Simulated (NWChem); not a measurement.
System: CrNHSClF; SMILES [Cl][Cr](=[S])(=[NH])[F]

Here is an NWChem input.

```
start job
memory heap 200 mb stack 900 mb global 1100 mb
geometry units angstroms noautoz
  Cr    -0.337984     0.066045     0.047100
  N     -1.107073     0.042789     1.442348
  H     -1.162801     0.415722     2.393415
  S      0.979527     1.541677     0.095929
  F     -1.460010     0.289642    -1.220276
  Cl     0.715022    -1.804068    -0.126830
end
basis spherical
  * library sto-3g
end
dft
  xc xtpss03 ctpss03
  iterations 150
  mulliken
end
task dft energy
```

Structure relaxed at the B3LYP/6-31G* (spherical d) level.

Task: Give the results of this calculation. (TPSS/STO-3G.) Quantities: basis functions; energy (Ha); highest occupied level (eV); orbital gap (eV); dipole (D).

Result: The number of basis functions is 47, the energy (Ha) comes out as -2035.85 and the highest occupied level (eV) is -3.57. The orbital gap (eV) is 2.65 and the dipole (D) comes out as 2.56.
